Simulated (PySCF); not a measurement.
**Strontium: a sound run and one with changed settings**

Sound run: Sr [Kr] 5s2, Sr⁺ [Kr] 5s1. All numbers are calculated (PySCF 2.14, the spin-free X2C one-electron Hamiltonian (Gaussian nucleus), in aug-cc-pVDZ-X2C (7s6p4d, 45 functions)). In the sound run the correlated levels freeze [Kr]. The sound run starts from symmetry-adapted Hartree-Fock orbitals and uses a fine grid where one is needed.

Changed run: all electrons correlated in a basis built for the valence shell.

| species | method | sound run (hartree) | changed run (hartree) | converged |
| --- | --- | --- | --- | --- |
| Sr | MP2 | -3177.36094 | -3177.41507 | yes |
| Sr⁺ | MP2 | n/a | -3177.21652 | yes |

Ionisation energy of Sr:

```tsv
method	sound run (eV)	changed run (eV)
UHF	4.752	4.752
MP2	5.189	5.403
SCS-MP2	5.276	5.452
```

A valence basis has no tight correlating functions, so it recovers only part of the core correlation, and not evenly between atom and ion.

For comparison, NIST gives 5.695 eV between the lowest levels.
